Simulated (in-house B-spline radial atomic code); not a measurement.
The numbers below are computed, except where a source is named.
Making a Troullier-Martins p channel for Co, r_c = 0.59 bohr

Co, [Ar] 3d7 4s2, non-relativistic PBE, spherical and spin-unpolarised, from an all-electron radial atomic-structure program (B-spline basis) (atomic units). The all-electron 3p level is ε = -2.392450 hartree, its outermost node lies just inside 0.29 bohr and its outer maximum at 0.68 bohr.

Inside r_c the pseudo-orbital is u(r) = r^2 exp(p(r)), with p = c0 + c2 r² + c4 r⁴ + … + c12 r¹². The seven coefficients follow from p and its first four derivatives at r_c, from zero curvature of the screened potential at the origin, c4 = −c2²/(2l + 5), and from the norm inside r_c. At r_c the all-electron orbital has P = 1.14528, P' = 1.090932, the screened potential V = -11.56408, V' = 39.98316, V'' = -175.8007, and the norm inside is Q = 0.2400941.

Task: What are p, p' and p'' at r_c?

Result: p = ln(P/r_c^2) = ln(1.14528/0.3481) = 1.19091. p' = P'/P − 2/r_c = 0.95255 − 3.38983 = -2.43728. The radial equation gives p'' = 2(V − ε) − 2(2) p'/r_c − p'² = -18.34326 − (-16.52396) − 5.94035 = -7.75965. Differentiating, p''' = 2V' + 2(2)p'/r_c² − 2(2)p''/r_c − 2p'p'' = 66.742, and p'''' = 2V'' − 4(2)p'/r_c³ + 4(2)p''/r_c² − 2(2)p'''/r_c − 2p''² − 2p'p''' = -682.57.

For a trial c2 the five matching conditions are linear in c0, c6, c8, c10 and c12, and c2 is varied until the norm inside r_c equals Q. The root nearest zero gives:

| n | c_n |
| --- | --- |
| 0 | 2.205653 |
| 2 | -5.734902 |
| 4 | -4.698443 |
| 6 | 192.9709 |
| 8 | -873.3667 |
| 10 | 1588.283 |
| 12 | -1058.347 |

Task: Check c4 and p(r_c), and find the screened pseudopotential at the origin.

Result: −c2²/7 = -4.69844, as listed. The terms c_n r_c^n are 2.20565, -1.99632, -0.56933, 8.13962, -12.82368, 8.11798, -1.88301, which sum to 1.19091. Inverting the radial equation, V_l(r) = ε + 2 p'/r + (p'' + p'²)/2, so V_l(0) = ε + (2l + 3) c2 = -2.39245 + 5 × (-5.7349) = -31.0670 hartree, finite where the all-electron potential diverges.

Orbitals and screened potentials:

| r (bohr) | P | u | V all-electron | V pseudo |
| --- | --- | --- | --- | --- |
| 0.059 | -0.3432 | 0.03097 | -370.2 | -31.0 |
| 0.148 | -0.6172 | 0.1753 | -114.0 | -28.97 |
| 0.236 | -0.289 | 0.3714 | -57.75 | -21.49 |
| 0.324 | 0.2268 | 0.5677 | -34.7 | -11.12 |
| 0.413 | 0.6816 | 0.774 | -22.64 | -6.367 |
| 0.501 | 0.9847 | 0.9906 | -15.95 | -10.73 |
| 0.59 | 1.145 | 1.145 | -11.56 | -11.56 |

Logarithmic derivatives P'/P at R = 0.89 bohr, for energies E around ε:

```tsv
E − ε (hartree)	all-electron	pseudo
-0.5	-0.521593	-0.52232
-0.25	-0.778867	-0.779051
-0.1	-0.943077	-0.943085
0	-1.05705	-1.05702
0.1	-1.17488	-1.17489
0.25	-1.35937	-1.35961
0.5	-1.68975	-1.69094
```

Task: With P(R) = 1.049369 and a norm of 0.6379371 inside R, what slope in energy does norm conservation fix?

Result: d(P'/P)/dE = −2 × (norm inside R)/P(R)² = -1.1586 per hartree·bohr at E = ε, for both atoms, since orbital and norm agree at R. Differences over ±0.1 hartree give -1.1590 (all-electron) and -1.1590 (pseudo), which also hold third-order terms. Half a hartree below ε the two curves differ by -0.0007.
